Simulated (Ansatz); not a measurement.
```yaml
crystal:
  periodic: [false, false, false]
  atoms:
    - {symbol: C, position_ang: [0.392633, 2.427961, 0.291513]}
    - {symbol: Ga, position_ang: [-0.147652, 0.659648, 1.056707]}
    - {symbol: O, position_ang: [-0.087768, -0.667278, -0.163673]}
    - {symbol: Si, position_ang: [-0.346819, -2.264194, -0.347706]}
    - {symbol: H, position_ang: [0.336169, 3.224830, 1.029935]}
    - {symbol: H, position_ang: [-0.275179, 2.636273, -0.547135]}
    - {symbol: H, position_ang: [1.414886, 2.323062, -0.078334]}
    - {symbol: H, position_ang: [-0.779751, -2.904762, 0.928171]}
    - {symbol: H, position_ang: [-1.407087, -2.498659, -1.366110]}
    - {symbol: H, position_ang: [0.900569, -2.936892, -0.803356]}
basis:
  gaussian: {orbitals: aug-cc-pVTZ, point_charges: [{charge: 1.00, position_ang: [5.397, -0.479, 0.241]}]}
magnetization: {spin_polarized: true, initial_magnetization: 1}
hamiltonian: {xc: {name: HF}}
correlation: {active_space: {window: {electrons: 6, orbitals: 2}}}
accuracy: high
```

```sh
$ ansatz run in.yaml --threads 4 --pin off --events-out ev --progress --plain --max-ram 10444MiB
```

Q: How does Ansatz answer? (Best estimate.)

A: Computed: The program refused the input.
```
Error: invalid value for `correlation.active_space`: it starts from restricted Hartree–Fock orbitals; set hamiltonian.xc: hf without magnetization.spin_polarized
```
